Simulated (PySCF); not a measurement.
## Bonding in `C=C(C)[C@@H]1C[C@@]1([SiH3])C=O`

Compound: C₇H₁₂OSi.
Numbering: `[CH2:1]=[C:2]([CH3:3])[C@@H:4]1[CH2:5][C@@:6]1([SiH3:7])[CH:8]=[O:9]` (hydrogens: H10, H11 on C1; H12, H13, H14 on C3; H15 on C4; H16, H17 on C5; H18, H19, H20 on Si7; H21 on C8)

Structure used (GFN2-xTB), in Å, numbered top down from 1:
```xyz
21
C7H12OSi angstrom
C      1.7664   -1.6007    0.4311
C      1.3742   -0.3400    0.3224
C      2.1115    0.6708   -0.5032
C      0.1873    0.1986    1.0296
C     -0.9614   -0.6236    1.4542
C     -1.1546    0.3459    0.2931
Si    -1.4081   -0.3440   -1.4453
C     -1.8797    1.5771    0.6319
O     -1.8628    2.1305    1.7027
H      1.2407   -2.3145    1.0411
H      2.6426   -1.9646   -0.0779
H      2.9915    0.2330   -0.9661
H      1.4591    1.0611   -1.2842
H      2.4222    1.5101    0.1183
H      0.4134    1.0572    1.6573
H     -0.9758   -1.6751    1.2112
H     -1.4546   -0.3716    2.3824
H     -1.1382    0.7240   -2.4112
H     -0.5091   -1.4718   -1.6692
H     -2.8017   -0.7795   -1.5548
H     -2.4719    1.9940   -0.2091
```

Bond orders from the PBE0/pcSseg-1 density (PySCF). One conformer (not necessarily the lowest) at the GFN2-xTB geometry, without solvent, vibrations or thermal averaging.

Problem. Where do the orders between heavy atoms depart from those drawn in the SMILES?

Solution. The largest departure is 0.173, at C6–Si7 (drawn single, 0.827). Drawn single, order below 0.88: C6–Si7 (0.827) and C6–C4 (0.837).

Problem. Give the Mayer order of every bond, beside its length.

Solution. 
```csv
bond,drawn as,length (Å),Mayer order
C1–C2,double,1.325,1.982
C2–C3,single,1.499,1.047
C2–C4,single,1.483,1.023
C4–C5,single,1.475,0.990
C5–C6,single,1.525,0.884
C6–Si7,single,1.887,0.827
C6–C8,single,1.468,0.989
C8–O9,double,1.205,1.991
C6–C4,single,1.538,0.837
C1–H10,single,1.076,0.941
C1–H11,single,1.077,0.933
C3–H12,single,1.086,0.957
C3–H13,single,1.090,0.942
C3–H14,single,1.090,0.951
C4–H15,single,1.087,0.927
C5–H16,single,1.079,0.948
C5–H17,single,1.081,0.936
Si7–H18,single,1.465,0.949
Si7–H19,single,1.460,0.952
Si7–H20,single,1.464,0.951
C8–H21,single,1.110,0.954
```

Bonds between the same two heavy elements. C–C: lowest C6–C4 (0.837, 1.538 Å), highest C1–C2 (1.982, 1.325 Å); in 5 of the 21 pairs the longer bond (by over 0.003 Å) has the higher order (by 0.02 or more).

Problem. Sum the orders of all bonds at each heavy atom with more than one neighbour and set the sums beside the valence in the SMILES.

Solution. C1 3.856 (drawn 4), C2 4.052 (drawn 4), C3 3.897 (drawn 4), C4 3.777 (drawn 4), C5 3.758 (drawn 4), C6 3.537 (drawn 4), Si7 3.679 (drawn 4), C8 3.934 (drawn 4). Orders between atoms that aren't bonded are not in these sums.

Mayer orders depend on the basis set.

The run behind these numbers computed NMR shieldings as well. Time: 48 s wall (grids of density and orbitals included); peak memory 1.1 GiB. Hardware: an Arm Neoverse V2 with one thread (shared host).
